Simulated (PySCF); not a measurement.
Computed structure and properties of Tm(CH3)2

System: Tm(CH3)2 (singlet in the valence; each metal's 4f electrons, 13 of them, lie in its core potential, out of spins and levels); start: template (C2v). Method: PySCF 2.14.0, RKS PBE0, Tm lcecp-0-SVP with ECP59, C def2-SVP, H def2-SVP; non-relativistic Hamiltonian with scalar-relativistic core potentials where named; density fitting; no spin-orbit coupling.

Input of the relaxation:

```python
mol = gto.M(atom='''
Tm     0.00000     0.00000    -0.16214
C      2.33260    -0.00000     0.88176
H      3.08400    -0.00000     0.09216
H      2.45430     0.89000     1.49916
H      2.45430    -0.89000     1.49916
C     -2.33260     0.00000     0.88176
H     -3.08400     0.00000     0.09216
H     -2.45430    -0.89000     1.49916
H     -2.45430     0.89000     1.49916''',
    basis={'Tm': 'lcecp-0-SVP', 'C': 'def2-SVP', 'H': 'def2-SVP'},
    ecp={'Tm': 'lcecp-0-SVP'},
    charge=0, spin=0)
mf = dft.RKS(mol, xc='PBE0')
mf.grids.atom_grid = (50, 194)  # f atoms: unpruned, at least (60, 302)
mf = mf.density_fit()  # fitting sets: Tm AutoAux, C def2-universal-JKFIT, H def2-universal-JKFIT
mf.conv_tol = 1e-08; mf.max_cycle = 55
mf.kernel(dm0)  # dm0: converged density of the start geometry
# quasi-Newton relaxation in Cartesian coordinates to a largest gradient under 0.00045 Eh/bohr, steps kept in the point group
```

Run from Python with OMP_NUM_THREADS=2; the lines above give its settings. Where DIIS fails, smearing, a level shift and second-order steps follow.
It took 37 s on 2 threads of Arm Neoverse V2, with other jobs on the host, from the converged density of the start.

Course of the relaxation:

```json
{"step": "0", "energy above end (eV)": "0.1093", "largest force component within the symmetry (eV/Å)": "1.085"}
{"step": "1", "energy above end (eV)": "0.0520", "largest force component within the symmetry (eV/Å)": "0.458"}
{"step": "2", "energy above end (eV)": "0.0298", "largest force component within the symmetry (eV/Å)": "0.115"}
{"step": "3", "energy above end (eV)": "0.0267", "largest force component within the symmetry (eV/Å)": "0.089"}
{"step": "4", "energy above end (eV)": "0.0206", "largest force component within the symmetry (eV/Å)": "0.066"}
{"step": "5", "energy above end (eV)": "0.0153", "largest force component within the symmetry (eV/Å)": "0.094"}
{"step": "6", "energy above end (eV)": "0.0089", "largest force component within the symmetry (eV/Å)": "0.176"}
{"step": "7", "energy above end (eV)": "0.0054", "largest force component within the symmetry (eV/Å)": "0.176"}
{"step": "8", "energy above end (eV)": "0.0026", "largest force component within the symmetry (eV/Å)": "0.088"}
{"step": "9", "energy above end (eV)": "0.0013", "largest force component within the symmetry (eV/Å)": "0.069"}
{"step": "10", "energy above end (eV)": "0.0005", "largest force component within the symmetry (eV/Å)": "0.042"}
{"step": "11", "energy above end (eV)": "0.0002", "largest force component within the symmetry (eV/Å)": "0.052"}
{"step": "12", "energy above end (eV)": "0.0001", "largest force component within the symmetry (eV/Å)": "0.020"}
{"step": "13", "energy above end (eV)": "0.0000", "largest force component within the symmetry (eV/Å)": "0.011"}
```

Relaxed geometry (C2v):

```xyz
9

Tm    0.0000    0.0000   -0.5085
C     2.1029    0.0000    0.8411
H     3.0603    0.0000    0.2853
H     2.1317    0.8831    1.5095
H     2.1317   -0.8831    1.5095
C    -2.1029    0.0000    0.8411
H    -3.0603    0.0000    0.2853
H    -2.1317   -0.8831    1.5095
H    -2.1317    0.8831    1.5095
```

```
     contact      Å
Tm1–C2 (CH3)  2.499
Tm1–C6 (CH3)  2.499
```

On the finer grid (75, 302):

```json
{"HOMO": "not given (4f levels lie in the core)", "LUMO": "not given (4f levels lie in the core)", "Dipole about the centre of mass": "5.70 D", "Set of Mulliken populations of Tm1 outside the core potential": "s 2.55, p 6.21, d 0.52, f 0.01", "D3(BJ) dispersion energy (not in the energies)": "-0.112 eV"}
```

```csv
atom,Mulliken (e),Löwdin (e),spin (e)
Tm1,0.71,0.70,0.00
C2,-0.50,-0.44,0.00
H3,0.04,0.02,0.00
H4,0.05,0.03,0.00
H5,0.05,0.03,0.00
C6,-0.50,-0.44,0.00
H7,0.04,0.02,0.00
H8,0.05,0.03,0.00
H9,0.05,0.03,0.00
```

The 4f levels lie in the core potential and are missing. Their spin isn't counted.

On the grid (50, 194), as all that follows. Harmonic modes: a minimum within the noise of the softest modes; lowest 34 cm⁻¹ (negative: unstable), highest 3093 cm⁻¹, zero-point energy 1.773 eV.

Taking off one CH3 (charge -1, singlet; the rest: singlet) in vacuum, both parts rigid, costs 8.26 eV; the small basis without counterpoise inflates it. Most of it is the attraction of opposite charges; other ways to part are cheaper, and one spin state was tried for the rest.

Rigid scan of CH3 along the line from its metal:

distance to C2 (Å), energy (eV) and a bar:
```
     2.20      0.415 ######
     2.30      0.164 ##
     2.40      0.037 #
     2.50      0.000 
     2.60      0.028 
     2.70      0.102 ##
     2.90      0.335 #####
     3.20      0.778 ############
     3.60      1.375 #####################
     4.10      2.009 ##############################
```

One start shape was tried, so this needn't be the lowest isomer.

An lcecp potential fixes the number of 4f electrons, so in runs with it no electron can move into or out of that shell.
